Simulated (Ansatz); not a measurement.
Cost and result for the atomization energy of C2H7BCl2O, SMILES `C[OH+][B-](C)(Cl)Cl` (13 atoms, 12 bonds).

```xyz
13

C    -0.555   -1.900    0.209
O    -0.665   -0.484   -0.058
B     0.679    0.453   -0.050
C     0.156    1.905   -0.389
Cl    1.760   -0.309   -1.306
Cl    1.338    0.273    1.666
H    -0.114   -2.057    1.193
H    -1.553   -2.329    0.138
H     0.093   -2.300   -0.564
H    -1.270   -0.077    0.576
H    -0.304    1.948   -1.380
H    -0.562    2.278    0.349
H     0.998    2.601   -0.384
```

Total charge 0; spin multiplicity 1. The structure was optimised at the PBE0-D4/def2-TZVP level. It is one conformer, not always the lowest. Program: Ansatz. All runs use 4 threads of an Arm Neoverse V1 on a shared host. Times are those of one run each, without the atoms' runs, and a repeat can differ threefold. Electronic energies, without spin–orbit coupling; frozen cores. CCSD(T)/CBS adds CCSD(T) − MP2 in def2-TZVPP to the MP2 limit, and its time is that of the two runs behind it. T1 = 0.009. B3LYP takes the VWN-RPA correlation (the form of Gaussian; ORCA's B3LYP/G). HSE06 is the plane-wave form, built on full-range PBE exchange.

CCSD(T)/CBS is a level of theory with its own doubt, some kJ/mol a heavy atom from the limit and from the frozen cores, so smaller differences don't rank the functionals.

| level | functions | wall time |
| --- | --- | --- |
| BLYP-D4/def2-TZVPP | 306 | 4.7 s |
| PBE0-D4/def2-TZVPP | 306 | 8 s |
| HSE06-D4/def2-TZVPP | 306 | 9 s |
| BHLYP-D4/def2-TZVPP | 306 | 9.5 s |
| CAM-B3LYP-D4/def2-TZVPP | 306 | 10 s |
| B3LYP-D4/def2-TZVPP (with forces) | 306 | 12 s |
| PBE-QIDH/def2-TZVPP | 306 | 15 s |
| ωB97X-V/def2-TZVPP | 306 | 17 s |
| CCSD(T)/def2-SVP | 127 | 18 s |
| ωB97M-V/def2-TZVPP (with forces) | 306 | 26 s |
| MP2/def2-QZVPP | 578 | 60 s |
| CCSD(T)/def2-TZVPP | 306 | 22 min |
| CCSD(T)/CBS(def2) | – | 23 min |

(1) What atomization energy does each give, and how far from CCSD(T)/CBS? (An estimate is asked.)

Results:

(1) The calculation gave: 
```tsv
level	atomization (kJ/mol)	difference from CCSD(T)/CBS	per bond
BLYP-D4/def2-TZVPP	4761.8	-35.3	-2.9
PBE0-D4/def2-TZVPP	4820.6	23.5	2.0
HSE06-D4/def2-TZVPP	4823.6	26.5	2.2
BHLYP-D4/def2-TZVPP	4661.2	-135.9	-11.3
CAM-B3LYP-D4/def2-TZVPP	4806.8	9.7	0.8
B3LYP-D4/def2-TZVPP (with forces)	4781.0	-16.1	-1.3
PBE-QIDH/def2-TZVPP	4790.9	-6.2	-0.5
ωB97X-V/def2-TZVPP	4802.9	5.8	0.5
CCSD(T)/def2-SVP	4585.4	-211.7	-17.6
ωB97M-V/def2-TZVPP (with forces)	4824.6	27.5	2.3
MP2/def2-QZVPP	4846.5	49.4	4.1
CCSD(T)/def2-TZVPP	4683.5	-113.6	-9.5
CCSD(T)/CBS(def2)	4797.1	0.0	0.0
```

From r2SCAN to r2SCAN0 (25 % exact exchange), in def2-TZVPP and without D4, the atomization energy moves by −62.8 kJ/mol: exact exchange takes away binding that semilocal exchange gives to molecules. At CCSD(T), def2-SVP lies −211.7 kJ/mol from the extrapolated value and def2-TZVPP −113.6 kJ/mol: correlation converges slowly with the basis, and small sets miss more of it in the bonded molecule than in its fragments. The D4 term adds +52.5 kJ/mol with B3LYP and +27.7 kJ/mol with PBE0; it sums over pairs of atoms, weighted by their polarisabilities, and B3LYP, whose exchange is more repulsive, gets the larger term.
